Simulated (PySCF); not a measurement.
Atoms are numbered as in `[OH:1][SiH:2]([OH:3])[n:4]1[cH:5][cH:6][cH:7][cH:8]1`; H(Xn) means a hydrogen on atom n.

[PySCF 2.14: GFN2-xTB structure; shieldings: GIAO PBE0/pcSseg-1; a single conformation; equivalent nuclei averaged; no solvent; non-relativistic]

δ = σ(ref) − σ, references computed at the same level: TMS for ¹³C (σref 186.93) and ¹H (σref 31.72) and ²⁹Si (σref 349.16); ¹⁷O (σref 336.08) vs H2O; ¹⁵N (σref 267.73) vs NH3.

| atoms | nucleus | count | δ (ppm) |
| --- | --- | --- | --- |
| N4 | ¹⁵N | 1 | 194.3 |
| H(C5)/H(C8) | ¹H | 2 | 6.63 |
| Si2 | ²⁹Si | 1 | -51.7 |
| O1/O3 | ¹⁷O | 2 | 46.3 |
| H(O1)/H(O3) | ¹H | 2 | ? |
| C6/C7 | ¹³C | 2 | 117.4 |
| H(Si2) | ¹H | 1 | ? |
| C5/C8 | ¹³C | 2 | 123.0 |
| H(C6)/H(C7) | ¹H | 2 | ? |

Problem. Fill in the missing shifts.

Solution. 
- H(C6)/H(C7): 6.61 ppm, hydrogen on an aromatic CH; ring-current deshielding
- H(Si2): 5.02 ppm, hydrogen on a silicon bonded to N, 2 O
- H(O1)/H(O3): 2.42 ppm, hydrogen on an oxygen bonded to Si; labile proton, position sensitive to the medium

OH and NH positions are those of a molecule without intermolecular hydrogen bonds; in solution they move with solvent, concentration and temperature, and exchange usually removes their couplings. Shifts are as computed. Against solution values, carbons near 30 ppm lie about +3 ppm off and those near 130 ppm about +5 ppm. Of 1211 compounds with measured shifts, 218 miss one by over three times the rms of a fit or turn the order of signals round; such compounds aren't used in these exercises. Experimental scales use liquid or dissolved standards, which lie at an offset from isolated NH3 (liquid NH3: subtract about 20 ppm) and H2O (liquid H2O: subtract about 36 ppm). Unscaled 15N shifts of sp2 nitrogen come out 20 to 40 ppm too high even then.
